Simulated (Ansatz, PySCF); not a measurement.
A series of adiabatic electron affinity values:

A. [O]B(Br)Br -> [O-]B(Br)Br
B. [AlH3] (AlH3) → [AlH3] (AlH3) as doublet, charge -1
C. [CH2][SiH](C)C -> [CH2-][SiH](C)C
D. C[N](C)[GeH2] -> C[N](C)[GeH2-]
E. CN[SiH2] -> CN[SiH2-]

Quantity: adiabatic electron affinity (0 K, with B3LYP-D3(BJ) harmonic zero-point energies), kJ/mol. Structures are relaxed separately at B3LYP-D3(BJ)/def2-TZVP in Ansatz (an electronic-structure program), one conformer each, not searched for the lowest. Frequencies are from Ansatz or PySCF. A spin state is the lowest found, not a proven ground state. Correlated levels leave the core frozen unless marked. Open shells are spin-unrestricted. No spin-orbit coupling. Frozen are the shells of the preceding noble gas and the d and f shells that filled before the atom's block. No relativistic terms. CBS(X,Y): correlation extrapolated as X^-3; Hartree-Fock from the larger set. The bracket is a focal-point correction in the basis named. Anions need diffuse functions, which plain sets lack and def2-D sets hold few of. A negative electron affinity means unbound at that level, with a value set by the basis. Positive means that the reaction releases energy.

```tsv
	HF/aug-cc-pV(T+d)Z (Ansatz)	PBE0-D4/def2-TZVPD (Ansatz + dftd4)	r2SCAN0-D4/def2-TZVPD (Ansatz + dftd4)	RI-MP2/CBS(aug-cc-pV(T+d)Z,aug-cc-pV(Q+d)Z)+[CCSD(T)-MP2]/aug-cc-pV(T+d)Z (Ansatz)
A	264.4	395.1	389.3	428.7
B	-3.0	44.3	47.2	36.9
C	-60.6	77.3	60.6	96.1
D	39.4	135.2	128.3	148.8
E	-16.8	86.5	74.9	102.2
```
